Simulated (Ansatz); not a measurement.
SiO2F (SMILES O=[Si]([O-])F) (charge -1), closed shell: a trajectory.

Input (in.yaml):

```yaml
crystal:
  periodic: [false, false, false]
  atoms:
    - {symbol: O, position_ang: [0.863700, 0.703900, 1.122150]}
    - {symbol: Si, position_ang: [0.073990, -0.090780, 0.090100]}
    - {symbol: O, position_ang: [-0.183020, -1.546690, -0.277120]}
    - {symbol: F, position_ang: [-0.754680, 0.933580, -0.935140]}
basis:
  gaussian: {orbitals: def2-SVP}
total_charge: -1
hamiltonian: {xc: hf}
md: {n_steps: 60, timestep: 0.75, temperature: 300, ensemble: nve, seed: 827, initial_velocities: maxwell_boltzmann}
```

Run by:

```bash
ansatz run in.yaml --threads 2 --pin off --events-out ev --progress --plain --max-ram 3481MiB
```

What Ansatz 0.2.0 printed:

```
Functional definition: HF
  name "HF"
  cite "Fock, Z. Phys. 61, 126 (1930) doi:10.1007/BF01340294"
  parent pbe
  exchange = exact_x
  correlation = 0
583 factors; integrals over basis functions are off by at most 2.9e-4 eV
mean field evaluation 1: about -14634.7204 eV, gradient 3.9e1 eV
mean field evaluation 2: about -14634.7212 eV, gradient 3.9e1 eV
mean field evaluation 4: about -14637.7126 eV, gradient 2.4e0 eV
mean field evaluation 8: about -14637.7357 eV, gradient 9.7e-5 eV
mean field -14637.73562986 eV, -537.9268625839 hartree, gradient 1.7e-5 eV, S^2 0.000000; 0 other end points of the search recorded, 0 dependent functions left out
the calculation of the forces begins
reference -14637.73562986 eV, -537.9268625839 hartree; 20, 20 occupied and 40, 40 virtual orbitals, 583 factors
md step     0: t =     0.00 fs  T =   300.0 K  F+E_penalty+E_count = -14637.73562986 eV  E_kin = 0.077556 eV  conserved = -14637.65807386 eV  (32 SCF iters)
md step     1: t =     0.75 fs  T =   278.3 K  F+E_penalty+E_count = -14637.73000917 eV  E_kin = 0.071955 eV  conserved = -14637.65805381 eV  (26 SCF iters)
md step     2: t =     1.50 fs  T =   251.6 K  F+E_penalty+E_count = -14637.72305490 eV  E_kin = 0.065032 eV  conserved = -14637.65802276 eV  (27 SCF iters)
md step     3: t =     2.25 fs  T =   221.6 K  F+E_penalty+E_count = -14637.71526750 eV  E_kin = 0.057284 eV  conserved = -14637.65798323 eV  (27 SCF iters)
md step     4: t =     3.00 fs  T =   190.9 K  F+E_penalty+E_count = -14637.70728058 eV  E_kin = 0.049341 eV  conserved = -14637.65793946 eV  (27 SCF iters)
md step     5: t =     3.75 fs  T =   162.1 K  F+E_penalty+E_count = -14637.69979270 eV  E_kin = 0.041896 eV  conserved = -14637.65789692 eV  (27 SCF iters)
md step     6: t =     4.50 fs  T =   137.8 K  F+E_penalty+E_count = -14637.69348111 eV  E_kin = 0.035620 eV  conserved = -14637.65786136 eV  (27 SCF iters)
md step     7: t =     5.25 fs  T =   120.2 K  F+E_penalty+E_count = -14637.68891074 eV  E_kin = 0.031073 eV  conserved = -14637.65783789 eV  (27 SCF iters)
md step     8: t =     6.00 fs  T =   110.7 K  F+E_penalty+E_count = -14637.68645382 eV  E_kin = 0.028624 eV  conserved = -14637.65782999 eV  (27 SCF iters)
md step     9: t =     6.75 fs  T =   109.8 K  F+E_penalty+E_count = -14637.68623564 eV  E_kin = 0.028397 eV  conserved = -14637.65783880 eV  (27 SCF iters)
md step    10: t =     7.50 fs  T =   117.0 K  F+E_penalty+E_count = -14637.68811691 eV  E_kin = 0.030254 eV  conserved = -14637.65786286 eV  (27 SCF iters)
md step    11: t =     8.25 fs  T =   130.8 K  F+E_penalty+E_count = -14637.69171664 eV  E_kin = 0.033818 eV  conserved = -14637.65789844 eV  (28 SCF iters)
md step    12: t =     9.00 fs  T =   149.0 K  F+E_penalty+E_count = -14637.69647099 eV  E_kin = 0.038531 eV  conserved = -14637.65794032 eV  (27 SCF iters)
md step    13: t =     9.75 fs  T =   169.2 K  F+E_penalty+E_count = -14637.70171640 eV  E_kin = 0.043734 eV  conserved = -14637.65798251 eV  (27 SCF iters)
md step    14: t =    10.50 fs  T =   188.6 K  F+E_penalty+E_count = -14637.70678235 eV  E_kin = 0.048763 eV  conserved = -14637.65801974 eV  (27 SCF iters)
md step    15: t =    11.25 fs  T =   205.1 K  F+E_penalty+E_count = -14637.71107621 eV  E_kin = 0.053028 eV  conserved = -14637.65804786 eV  (27 SCF iters)
md step    16: t =    12.00 fs  T =   216.9 K  F+E_penalty+E_count = -14637.71414886 eV  E_kin = 0.056084 eV  conserved = -14637.65806473 eV  (27 SCF iters)
md step    17: t =    12.75 fs  T =   223.0 K  F+E_penalty+E_count = -14637.71573160 eV  E_kin = 0.057662 eV  conserved = -14637.65806986 eV  (27 SCF iters)
md step    18: t =    13.50 fs  T =   223.1 K  F+E_penalty+E_count = -14637.71574415 eV  E_kin = 0.057680 eV  conserved = -14637.65806450 eV  (27 SCF iters)
md step    19: t =    14.25 fs  T =   217.5 K  F+E_penalty+E_count = -14637.71427617 eV  E_kin = 0.056225 eV  conserved = -14637.65805099 eV  (27 SCF iters)
md step    20: t =    15.00 fs  T =   207.0 K  F+E_penalty+E_count = -14637.71155033 eV  E_kin = 0.053518 eV  conserved = -14637.65803227 eV  (27 SCF iters)
md step    21: t =    15.75 fs  T =   192.9 K  F+E_penalty+E_count = -14637.70787600 eV  E_kin = 0.049864 eV  conserved = -14637.65801152 eV  (27 SCF iters)
md step    22: t =    16.50 fs  T =   176.4 K  F+E_penalty+E_count = -14637.70360126 eV  E_kin = 0.045610 eV  conserved = -14637.65799093 eV  (27 SCF iters)
md step    23: t =    17.25 fs  T =   159.0 K  F+E_penalty+E_count = -14637.69907252 eV  E_kin = 0.041100 eV  conserved = -14637.65797219 eV  (33 SCF iters)
md step    24: t =    18.00 fs  T =   141.8 K  F+E_penalty+E_count = -14637.69460443 eV  E_kin = 0.036648 eV  conserved = -14637.65795653 eV  (26 SCF iters)
md step    25: t =    18.75 fs  T =   125.8 K  F+E_penalty+E_count = -14637.69046077 eV  E_kin = 0.032516 eV  conserved = -14637.65794443 eV  (27 SCF iters)
md step    26: t =    19.50 fs  T =   111.8 K  F+E_penalty+E_count = -14637.68684631 eV  E_kin = 0.028910 eV  conserved = -14637.65793586 eV  (27 SCF iters)
md step    27: t =    20.25 fs  T =   100.5 K  F+E_penalty+E_count = -14637.68390666 eV  E_kin = 0.025976 eV  conserved = -14637.65793058 eV  (27 SCF iters)
md step    28: t =    21.00 fs  T =    92.1 K  F+E_penalty+E_count = -14637.68173258 eV  E_kin = 0.023804 eV  conserved = -14637.65792813 eV  (27 SCF iters)
md step    29: t =    21.75 fs  T =    86.8 K  F+E_penalty+E_count = -14637.68036713 eV  E_kin = 0.022439 eV  conserved = -14637.65792811 eV  (27 SCF iters)
md step    30: t =    22.50 fs  T =    84.7 K  F+E_penalty+E_count = -14637.67981396 eV  E_kin = 0.021884 eV  conserved = -14637.65792998 eV  (27 SCF iters)
md step    31: t =    23.25 fs  T =    85.5 K  F+E_penalty+E_count = -14637.68004694 eV  E_kin = 0.022114 eV  conserved = -14637.65793311 eV  (27 SCF iters)
md step    32: t =    24.00 fs  T =    89.3 K  F+E_penalty+E_count = -14637.68102156 eV  E_kin = 0.023085 eV  conserved = -14637.65793679 eV  (27 SCF iters)
md step    33: t =    24.75 fs  T =    95.7 K  F+E_penalty+E_count = -14637.68268728 eV  E_kin = 0.024747 eV  conserved = -14637.65794006 eV  (27 SCF iters)
md step    34: t =    25.50 fs  T =   104.7 K  F+E_penalty+E_count = -14637.68500040 eV  E_kin = 0.027058 eV  conserved = -14637.65794234 eV  (26 SCF iters)
md step    35: t =    26.25 fs  T =   116.0 K  F+E_penalty+E_count = -14637.68793306 eV  E_kin = 0.029990 eV  conserved = -14637.65794339 eV  (27 SCF iters)
md step    36: t =    27.00 fs  T =   129.7 K  F+E_penalty+E_count = -14637.69147542 eV  E_kin = 0.033532 eV  conserved = -14637.65794364 eV  (27 SCF iters)
md step    37: t =    27.75 fs  T =   145.8 K  F+E_penalty+E_count = -14637.69562754 eV  E_kin = 0.037683 eV  conserved = -14637.65794423 eV  (27 SCF iters)
md step    38: t =    28.50 fs  T =   164.1 K  F+E_penalty+E_count = -14637.70037983 eV  E_kin = 0.042433 eV  conserved = -14637.65794695 eV  (27 SCF iters)
md step    39: t =    29.25 fs  T =   184.6 K  F+E_penalty+E_count = -14637.70568490 eV  E_kin = 0.047731 eV  conserved = -14637.65795374 eV  (27 SCF iters)
md step    40: t =    30.00 fs  T =   206.8 K  F+E_penalty+E_count = -14637.71142752 eV  E_kin = 0.053461 eV  conserved = -14637.65796609 eV  (26 SCF iters)
md step    41: t =    30.75 fs  T =   229.8 K  F+E_penalty+E_count = -14637.71740210 eV  E_kin = 0.059418 eV  conserved = -14637.65798445 eV  (27 SCF iters)
md step    42: t =    31.50 fs  T =   252.6 K  F+E_penalty+E_count = -14637.72330748 eV  E_kin = 0.065300 eV  conserved = -14637.65800767 eV  (26 SCF iters)
md step    43: t =    32.25 fs  T =   273.6 K  F+E_penalty+E_count = -14637.72876604 eV  E_kin = 0.070733 eV  conserved = -14637.65803302 eV  (27 SCF iters)
md step    44: t =    33.00 fs  T =   291.3 K  F+E_penalty+E_count = -14637.73336727 eV  E_kin = 0.075311 eV  conserved = -14637.65805635 eV  (27 SCF iters)
md step    45: t =    33.75 fs  T =   304.3 K  F+E_penalty+E_count = -14637.73673084 eV  E_kin = 0.078657 eV  conserved = -14637.65807348 eV  (27 SCF iters)
md step    46: t =    34.50 fs  T =   311.4 K  F+E_penalty+E_count = -14637.73857450 eV  E_kin = 0.080494 eV  conserved = -14637.65808094 eV  (27 SCF iters)
md step    47: t =    35.25 fs  T =   312.1 K  F+E_penalty+E_count = -14637.73877169 eV  E_kin = 0.080695 eV  conserved = -14637.65807638 eV  (26 SCF iters)
md step    48: t =    36.00 fs  T =   306.8 K  F+E_penalty+E_count = -14637.73738510 eV  E_kin = 0.079325 eV  conserved = -14637.65805985 eV  (34 SCF iters)
md step    49: t =    36.75 fs  T =   296.4 K  F+E_penalty+E_count = -14637.73466462 eV  E_kin = 0.076631 eV  conserved = -14637.65803398 eV  (26 SCF iters)
md step    50: t =    37.50 fs  T =   282.4 K  F+E_penalty+E_count = -14637.73100834 eV  E_kin = 0.073005 eV  conserved = -14637.65800306 eV  (27 SCF iters)
md step    51: t =    38.25 fs  T =   266.6 K  F+E_penalty+E_count = -14637.72689503 eV  E_kin = 0.068923 eV  conserved = -14637.65797234 eV  (27 SCF iters)
md step    52: t =    39.00 fs  T =   250.9 K  F+E_penalty+E_count = -14637.72280173 eV  E_kin = 0.064855 eV  conserved = -14637.65794691 eV  (27 SCF iters)
md step    53: t =    39.75 fs  T =   236.7 K  F+E_penalty+E_count = -14637.71912443 eV  E_kin = 0.061194 eV  conserved = -14637.65793053 eV  (27 SCF iters)
md step    54: t =    40.50 fs  T =   225.1 K  F+E_penalty+E_count = -14637.71611859 eV  E_kin = 0.058194 eV  conserved = -14637.65792499 eV  (27 SCF iters)
md step    55: t =    41.25 fs  T =   216.4 K  F+E_penalty+E_count = -14637.71387060 eV  E_kin = 0.055941 eV  conserved = -14637.65792984 eV  (26 SCF iters)
md step    56: t =    42.00 fs  T =   210.3 K  F+E_penalty+E_count = -14637.71230354 eV  E_kin = 0.054361 eV  conserved = -14637.65794268 eV  (27 SCF iters)
md step    57: t =    42.75 fs  T =   206.0 K  F+E_penalty+E_count = -14637.71121323 eV  E_kin = 0.053253 eV  conserved = -14637.65795994 eV  (27 SCF iters)
md step    58: t =    43.50 fs  T =   202.5 K  F+E_penalty+E_count = -14637.71032358 eV  E_kin = 0.052346 eV  conserved = -14637.65797746 eV  (27 SCF iters)
md step    59: t =    44.25 fs  T =   198.7 K  F+E_penalty+E_count = -14637.70934971 eV  E_kin = 0.051358 eV  conserved = -14637.65799196 eV  (27 SCF iters)
md step    60: t =    45.00 fs  T =   193.6 K  F+E_penalty+E_count = -14637.70805419 eV  E_kin = 0.050054 eV  conserved = -14637.65800061 eV  (34 SCF iters)
Total energy: -14637.70805419 eV, -537.9258491967 hartree
Atom 0 at     0.872828     0.688588     1.130607 Å, force    -0.586382    -0.398438    -0.734543 eV/Å
Atom 1 at     0.062413    -0.088915     0.079457 Å, force     0.086086     0.905706     0.071674 eV/Å
Atom 2 at    -0.163052    -1.560484    -0.254648 Å, force    -0.111860     0.421698    -0.107840 eV/Å
Atom 3 at    -0.762070     0.955334    -0.945453 Å, force     0.612156    -0.928966     0.770710 eV/Å
Dipole moment:    -0.232514     0.251016    -0.282298 e Å

[the SCF lines of later steps are left out]
```

The lines “mean field evaluation” count trial sets of orbitals through the whole run, from several starts and some on an approximate energy, so they need not fall steadily or lie above the final value.

The run took about 60 s on 2 CPU threads of an Intel Xeon (shared host).
